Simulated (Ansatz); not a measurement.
# Worked example: BH2(CH3) + CuNH2 → BH(CH3)(NH2) + CuH

Species: BH2(CH3), singlet; CuNH2 `[NH2][Cu]`, singlet; BH(CH3)(NH2), singlet; CuH, singlet. The partners trade H for NH2: B–H and Cu–NH2 bonds give way to B–NH2 and Cu–H.

Shapes, held fixed at every level: PBE0-D4/def2-TZVP. Programs: Ansatz 0.2.0. The zero-point and thermal change to 298 K, harmonic and unscaled (PBE0-D4/def2-TZVP), is +2.9 kJ/mol.

At wB97M-V/def2-TZVPP; 1 Eh = 2625.50 kJ/mol:

| species | energy (Eh) |
| --- | --- |
| BH2(CH3) | -65.909979 |
| CuNH2 | -1696.364209 |
| BH(CH3)(NH2) | -121.347838 |
| CuH | -1640.991395 |

Q: Work out ΔH(298 K) of the reaction at this level.

A: 
1. Products less reactants: (-121.347838) + (-1640.991395) − [(-65.909979) + (-1696.364209)] = -0.065045 Eh = -170.8 kJ/mol.
2. With the thermal change: -170.8 + (+2.9) = -167.9 kJ/mol.

Other levels give -182.8 (HF/def2-SVP) to -160.0 kJ/mol (r2SCAN-D4/def2-TZVPP). No measured value is set beside it here. Relativity is left out for Cu.
